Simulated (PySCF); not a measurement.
# Ir (iridium, neutral): UHF calculation

Configuration: [Xe] 4f14 5d7 6s2, high-spin 4F determinant. Calculation: PySCF 2.14, in aug-cc-pVTZ-PP with ECP60MDF; a scalar-relativistic core potential.

```json
{"Total energy": "-103.626481 hartree", "One-electron energy": "-180.0034 hartree", "Hartree (Coulomb) energy": "86.0517 hartree", "Exchange energy": "-9.6748 hartree", "⟨S²⟩": "3.7696", "⟨L²⟩": "12.049", "Sum of ⟨r⟩": "27.08 bohr", "Sum of ⟨r²⟩": "57.06 bohr²"}
```

| shell | electrons | mean orbital energy (hartree) | spread (hartree) | rms radius, mean of both spins (bohr) |
| --- | --- | --- | --- | --- |
| 5s α | 1 | -4.30041 | 0 | 1.06 |
| 5s β | 1 | -4.14434 | 0 | 1.06 |
| 5p α | 3 | -2.57475 | 0 | 1.23 |
| 5p β | 3 | -2.35610 | 0 | 1.23 |
| 5d α | 5 | -0.51419 | 0.03944 | 1.83 |
| 5d β | 2 | -0.42287 | 0 | 1.83 |
| 6s α | 1 | -0.32717 | 0 | 3.34 |
| 6s β | 1 | -0.26845 | 0 | 3.34 |

Energies and moments cover only the electrons outside the core potential. Spin-orbit coupling, absent here, splits the open shell strongly.
